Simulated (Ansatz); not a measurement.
Consider the ligand exchange at the Si–C bond: `F[SiH2]C[SiH](F)F` + `O[SiH](F)F` → `F[SiH2]O[SiH](F)F` + `C[SiH](F)F`.

Isolated molecules relaxed with PBE0-D4/def2-TZVP in Ansatz; ΔE leaves out vibrations. CBS: MP2 limit from def2 TZ/QZ plus the TZ coupled-cluster correction, frozen cores. Functionals use def2-TZVPP. Each species was taken in one conformer, which may not be the lowest.

`F[SiH2]C[SiH](F)F`:

```xyz
11

F     0.254    2.894    0.015
Si   -0.511    1.498   -0.162
C     0.699    0.125    0.183
Si    0.081   -1.604    0.050
F    -1.135   -1.812    1.051
F    -0.474   -1.859   -1.417
H    -1.633    1.475    0.804
H    -1.007    1.432   -1.556
H     1.545    0.231   -0.507
H     1.093    0.262    1.198
H     1.088   -2.643    0.340
```

`O[SiH](F)F`:

Cartesian coordinates in Å:
```
O 0.214 0.252 1.229
Si -0.163 -0.232 -0.264
F 1.139 -0.494 -1.127
F -0.970 0.887 -1.042
H 0.739 1.041 1.372
H -0.959 -1.455 -0.169
```

`F[SiH2]O[SiH](F)F`:

Z-matrix (Å, degrees):
```
Si
O 1 1.626
F 1 1.590 2 108.4
H 1 1.476 2 110.2 3 117.8
H 1 1.475 2 108.4 3 -117.1
Si 2 1.605 1 155.1 3 -80.7
F 6 1.581 2 109.8 1 -1.9
F 6 1.578 2 108.8 1 -118.9
H 6 1.463 2 111.7 1 120.1
```

`C[SiH](F)F`:

Z-matrix (Å, degrees):
```
C
Si 1 1.840
H 1 1.092 2 110.7
H 1 1.093 2 110.6 3 -120.1
H 1 1.093 2 110.6 3 120.1
F 2 1.591 1 109.8 3 58.6
F 2 1.591 1 109.8 3 -58.5
H 2 1.477 1 114.8 3 -179.9
```

Is it downhill or uphill in electronic energy at CCSD(T)/CBS, and by how much? (An estimate is asked.)

Computed: Downhill: ΔE = -118.0 kJ/mol.

What do these levels give: PBE0, LC-ωPBE, HF/def2-TZVPP, MP2/def2-TZVPP, HF/def2-QZVPP, MP2/CBS(def2)? (An estimate is asked.)

The calculation gave: PBE0 -110.0, LC-ωPBE -111.9, HF/def2-TZVPP -140.3, MP2/def2-TZVPP -118.0, HF/def2-QZVPP -143.2, MP2/CBS(def2) -118.1 kJ/mol.

Largest T1 diagnostic among the species: 0.012.

From PBE to PBE0 (25 % exact exchange), in def2-TZVPP and without D4, ΔE moves by −5.0 kJ/mol. Leaving LDA and LC-ωPBE aside and taking each functional with its dispersion term where it has one, the values, not all of them listed here, spread over 25.1 kJ/mol, from BHLYP-D4 to revPBE-D4. At CCSD(T), def2-SVP lies +4.8 kJ/mol from the extrapolated value and def2-TZVPP +0.2 kJ/mol.
